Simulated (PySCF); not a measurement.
TDDFT excited states: C8H10

C8H10.
Structure used (PBE0-D3(BJ)/def2-SVP), in Å, numbered top down from 1:
```
atom  x, y, z in Å
C1    -2.7373   -0.4981    1.5900
C2    -1.6052   -0.3018    0.9217
C3    -0.3471   -1.1152    0.7303
C4    -0.0818   -0.2950   -0.5671
C5     1.2666    0.1601   -0.8480
C6     2.3958    0.5472   -1.0652
C7     3.7494    1.0128   -1.3203
C8    -1.1416    0.7349   -0.0742
H9    -2.8766   -1.3811    2.2203
H10   -3.5645    0.2148    1.5281
H11   -0.4417   -2.2071    0.6321
H12    0.4115   -0.8924    1.4984
H13   -0.4814   -0.8440   -1.4355
H14    4.4893    0.2266   -1.1012
H15    3.9955    1.8855   -0.6946
H16    3.8792    1.3093   -2.3732
H17   -0.6569    1.5944    0.4171
H18   -1.8669    1.1112   -0.8112
```

Method used: TDDFT PBE0/def2-SVPD, vertical, gas phase, core orbitals frozen in the response (PySCF 2.14.0, density-fitted response routines).

| state | E (eV) | λ (nm) | ν̃ (cm⁻¹) | f | main configurations (H = HOMO, L = LUMO) |
| --- | --- | --- | --- | --- | --- |
| S1 | 6.32 | 196.3 | 50950 | 0.0012 | H-1→L (51%), H-1→L+1 (12%), H-2→L+3 (12%) |
| S2 | 6.35 | 195.4 | 51180 | 0.0001 | H-1→L (47%), H-2→L+3 (17%), H→L+3 (13%) |
| S3 | 6.37 | 194.6 | 51380 | 0.015 | H→L (55%), H-2→L (40%) |
| S4 | 6.55 | 189.3 | 52820 | 0.0085 | H-1→L+1 (35%), H-2→L+3 (20%), H→L+3 (17%) |
| S5 | 6.56 | 189.1 | 52870 | 0.0019 | H-1→L+3 (36%), H→L+1 (22%), H-2→L+1 (12%) |
| S6 | 6.73 | 184.3 | 54250 | 0.058 | H→L+1 (54%), H-2→L+2 (25%), H-1→L+3 (8%) |

The lowest singlet lies at 6.32 eV (196 nm, vacuum ultraviolet) and is very weak; its leading configuration is HOMO-1→LUMO (51%). The most intense listed level is S6 at 6.73 eV (184 nm, f = 0.058), 0.41 eV above S1. It is the last of those listed, so stronger ones may follow. S4/S5 lie within about 0.01 eV of each other. Löwdin shares by element: HOMO carbon 67% or more (atoms not listed hold the other 33%); LUMO carbon 67% or more (atoms not listed hold the other 33%). The listed states span 0.41 eV. The oscillator strengths of these states sum to 0.084; summed over the whole spectrum of an exact calculation they would give the number of electrons, 58 (Thomas–Reiche–Kuhn). Weighted by f, the mean energy of these states is 6.64 eV. Only the lowest 6 singlets were computed, as vertical energies without vibronic structure.

One conformer stands for the species.
